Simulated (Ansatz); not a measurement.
Consider the formal exchange of groups at a B–C bond: `CB(F)[SeH]` + `N=C(N)N` → `NB(F)[SeH]` + `CC(=N)N`.

Gas-phase electronic energies from Ansatz, PBE0-D4/def2-TZVP geometries. CBS: MP2 limit from def2 TZ/QZ plus the TZ coupled-cluster correction, frozen cores. Functionals use def2-TZVPP. For Se outer-core shells are correlated without core-valence functions, which leaves a few kJ/mol of doubt a bond. Scalar relativity is left out up to krypton. Each species was taken in one conformer, which may not be the lowest.

```json
{"level": "r2SCANh", "ΔE (kJ/mol)": "-82.8"}
{"level": "HF/CBS(def2)", "ΔE (kJ/mol)": "-89.2"}
```

Task: What does CCSD(T)/CBS give? (An estimate is asked.)

Result: Ansatz gave: -88.6 kJ/mol. The listed levels differ from it by 5.8, -0.6 kJ/mol.

Largest T1 diagnostic among the species: 0.013.

Leaving LDA and LC-ωPBE aside and taking each functional with its dispersion term where it has one, the values, not all of them listed here, spread over 8.8 kJ/mol, from BHLYP-D4 to revPBE-D4. From BLYP to BHLYP (50 % exact exchange), in def2-TZVPP and without D4, ΔE moves by −3.8 kJ/mol. At CCSD(T), def2-SVP lies −4.1 kJ/mol from the extrapolated value and def2-TZVPP +0.8 kJ/mol.
